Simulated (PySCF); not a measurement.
Al(Br)(Me)(OMe) (C₂H₆AlBrO), SMILES C[O][Al]([CH3])[Br].

Geometry optimised at B3LYP-D3(BJ)/def2-SVP. Other conformers were not sampled.

Calculation: PBE/def2-TZVP run with PySCF.

Isolated molecule, no solvent.

```json
{
  "total_energy": "-2971.10746 hartree",
  "point_group": "Cs",
  "highest_occupied_level": "-6.72 eV",
  "lowest_empty_level": "-1.14 eV",
  "orbital_gap": "5.57 eV",
  "dipole_moment": "1.24 D",
  "quadrupole, principal values (traceless, Buckingham form, about the centre of nuclear charge)": "-5.86, 2.42, 3.44 D·Å",
  "mean_static_polarisability": "75.6 bohr³ (11.20 Å³)",
  "polarisability_principal_values": "59.6, 82.4, 84.8 bohr³"
}
```
